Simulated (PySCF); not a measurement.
Ga(SH)3 (GaH3S3), SMILES [SH][Ga]([SH])[SH]. Atoms are numbered in the order given.

```xyz
7

Ga    -0.0069    -0.0020     0.0000
S     -1.4279     1.6979     0.0000
H     -0.4267     2.6231     0.0000
S      2.1790     0.4042     0.0000
H      2.5166    -0.9159     0.0000
S     -0.8886    -2.0389     0.0000
H      0.3257    -2.6572     0.0000
```

Geometry optimised at PBE-D3(BJ)/def2-SVP. The structure was generated by enumeration; whether it is a known compound was not checked. The values are those of a single conformer.

Method: PBE-D3(BJ)/def2-SVP in PySCF.

Frequencies are harmonic and unscaled.

Computed vibrational spectrum:
```csv
mode,ν (cm⁻¹),IR (km/mol),Raman (Å⁴/amu),depolarisation,moving atoms (share of kinetic energy)
1,80,4.9,0.8,0.75,H 97 %
2,100,2.5,2.3,0.73,"S 79 %, Ga 17 %"
3,109,8.9,3.2,0.71,"S 76 %, Ga 17 %"
4,120,4.5,0.0,–,"Ga 59 %, S 41 %"
5,216,20.3,5.2,0.75,H 94 %
6,238,23.5,1.0,0.75,H 98 %
7,331,0.2,33.2,0.11,S 98 %
8,417,44.3,4.9,0.72,"S 55 %, Ga 40 %"
9,420,54.9,4.6,0.73,"S 58 %, Ga 40 %"
10,627,7.2,1.4,0.65,H 95 %
11,682,2.6,7.2,0.70,H 93 %
12,702,5.2,11.3,0.73,H 93 %
13,2617,1.1,111.7,0.28,H 97 %
14,2619,2.5,4.3,0.33,H 97 %
15,2621,0.3,218.0,0.29,H 97 %
```
